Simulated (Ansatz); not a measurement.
Species: TaO, charge 0, doublet. TaO (SMILES [O]=[Ta], doublet).
B3LYP-D3(BJ)/def2-TZVP minimum from Ansatz (a first-principles code):
```xyz
2

Ta     0.0000     0.0000    -0.1673
O      0.0000     0.0000     1.5262
```
Charge 0, spin multiplicity 2.

Total energies in hartree (Ansatz). Radicals and triplets start from unrestricted determinants; spin-orbit coupling is neglected. Cores are frozen in correlated methods (noble-gas shells, and filled d and f shells in the p block). Past Kr the def2 sets carry scalar-relativistic core potentials. The UHF reference of OTa ([O]=[Ta], doublet) is spin-contaminated (<S^2> up to 0.36 over the pure value in the sets run). The determinant of OTa ([O]=[Ta], doublet) is a saddle point of the SCF energy; a lower one exists, which strains HF and MP2.

```csv
species,HF/def2-TZVPP,CCSD(T)/def2-TZVPP,HF/def2-QZVPP,CCSD(T)/def2-QZVPP,CCSDT(Q)/def2-QZVPP
"1: TaO (SMILES [O]=[Ta], doublet)",-131.25390,-131.64300,-131.25840,-131.67041,-131.67203
2: Ta (quartet),-56.29253,-56.37810,-56.29356,-56.38320,-56.38499
3: O (triplet),-74.81563,-74.97674,-74.81863,-74.99407,-74.99447
```

**Question.** Work out the atomisation energy (electronic, to ground-state atoms) in kcal/mol: take Hartree-Fock from def2-QZVPP, extrapolate the CCSD(T) correlation energy as X^-3 (X = 3, 4), and add CCSDT(Q) - CCSD(T) in def2-QZVPP. 1 hartree = 627.51 kcal/mol.

**Answer.** 
Species 1: correlation (64·(-0.41201) - 27·(-0.38910))/37 = -0.42873; step -0.00162; E1 = -131.25840 + (-0.42873) + (-0.00162) = -131.68875
Species 2: correlation (64·(-0.08964) - 27·(-0.08557))/37 = -0.09261; step -0.00179; E2 = -56.29356 + (-0.09261) + (-0.00179) = -56.38796
Species 3: correlation (64·(-0.17544) - 27·(-0.16111))/37 = -0.18590; step -0.00040; E3 = -74.81863 + (-0.18590) + (-0.00040) = -75.00493
-1·E1 +1·E2 +1·E3 = 0.29586 hartree = 185.7 kcal/mol.
